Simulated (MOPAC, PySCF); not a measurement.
H6GaN3, SMILES `[NH2][Ga]([NH2])[NH2]`, neutral singlet in the gas phase. 

Cartesian coordinates (Å):
SMILES: [NH2][Ga]([NH2])[NH2]
```xyz
10

N     -0.7747     1.6604    -0.1048
Ga     0.0010     0.0005    -0.0147
N     -1.0279    -1.5059    -0.2087
N      1.8212    -0.1512     0.1742
H     -0.2685     2.4724     0.2110
H     -1.7611     1.7713     0.0686
H     -2.0201    -1.4702    -0.0369
H     -0.6582    -2.4070     0.0495
H      2.4100     0.6380    -0.0425
H      2.2783    -1.0084    -0.0956
```
Charge 0, spin multiplicity 1.

All levels are single points at this geometry (B3LYP-D3(BJ)/def2-TZVP); Pople sets use spherical d functions. Orbital energies aren't observables, and empty levels follow the basis.

```
level                                     HOMO (eV)  LUMO (eV)  gap (eV)  dipole (D)  vertical IE, Delta-SCF (eV)
----------------------------------------  ---------  ---------  --------  ----------  ---------------------------
TPSSh-D3(BJ)/def2-TZVP in PySCF               -5.95      -0.18      5.77        0.63                         8.50
B3LYP/3-21G in PySCF                          -5.49       0.63      6.12        0.85                            –
B3LYP/6-311+G** (LANL2DZ on Ga) in PySCF      -6.65      -0.39      6.26        0.70                            –
B3LYP/6-31G* in PySCF                         -6.09       0.06      6.15        0.71                         8.53
B3LYP/LANL2DZ in PySCF                        -6.22       0.79      7.02        0.95                            –
M06-2X/6-31G* in PySCF                        -7.82       1.00      8.82        0.77                            –
SVWN5/6-31G* in PySCF                         -5.00      -0.58      4.42        0.70                            –
HF/STO-3G in PySCF                            -7.18       7.65     14.82        0.71                            –
PM3 in MOPAC                                  -8.83      -1.24      7.59        0.66                            –
```
